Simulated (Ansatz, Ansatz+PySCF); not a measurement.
```csv
atom,x (Å),y (Å),z (Å)
N,0.0000,0.0000,-1.6466
N,0.0000,0.0000,1.6466
```

Basis set: cc-pVDZ (spherical functions). Frozen core: 2 orbitals. Charge 0, multiplicity 1.

Computed with Ansatz (development build ahead of 0.2.0); each method stands on the lowest determinant of its kind that the runs found. Restricted open shells among the atoms or ions are ROHF, correlated in semicanonical orbitals with singles. Restricted functionals stand beside restricted open-shell atoms, which can lie above the unrestricted atoms usual in DFT and then raise those values.

The atomization energy at this shape (free ground-state atoms in the same class of orbitals less the molecule, no zero-point energy) of singlet N₂:

```csv
method,atomization energy
ωB97X (unrestricted),3.7 kJ/mol
r²SCAN (unrestricted),2.9 kJ/mol
PBE0 (unrestricted),3.0 kJ/mol
PBE (unrestricted),4.8 kJ/mol
UHF-CCSDT(Q),1.5 kJ/mol
UHF-CCSD(T),1.4 kJ/mol
UHF-MP2,1.2 kJ/mol
r²SCAN (restricted),-751.4 kJ/mol
ωB97X (restricted),-847.5 kJ/mol
UHF,0.4 kJ/mol
PBE0 (restricted),-814.7 kJ/mol
RHF-MP2,-762.8 kJ/mol
RHF,-1296.5 kJ/mol
```

**Question.** What does PBE (restricted) give?

**Answer.** -532.6 kJ/mol. Caution for ωB97X (unrestricted), PBE0 (unrestricted), UHF-CCSDT(Q), UHF-CCSD(T), UHF-MP2, ωB97X (restricted), UHF, RHF-MP2, RHF: the determinant breaks the point group. Caution for ωB97X (unrestricted), PBE0 (unrestricted), UHF-CCSDT(Q), UHF-CCSD(T), UHF-MP2, UHF: the unrestricted determinant is a mixture of spin states. Caution for r²SCAN (unrestricted), PBE (unrestricted): the unrestricted determinant is spin contaminated. Caution for UHF-CCSDT(Q), UHF-CCSD(T), UHF-MP2: bonds are stretched, where a single reference can fail. Caution for UHF-MP2, RHF-MP2: another reference gives a lower total. Caution for r²SCAN (restricted), PBE (restricted), ωB97X (restricted), PBE0 (restricted), RHF-MP2, RHF: an unrestricted determinant lies well below; the molecule lies well above its atoms at this level. Caution for RHF-MP2: large amplitudes, a single reference is doubtful.
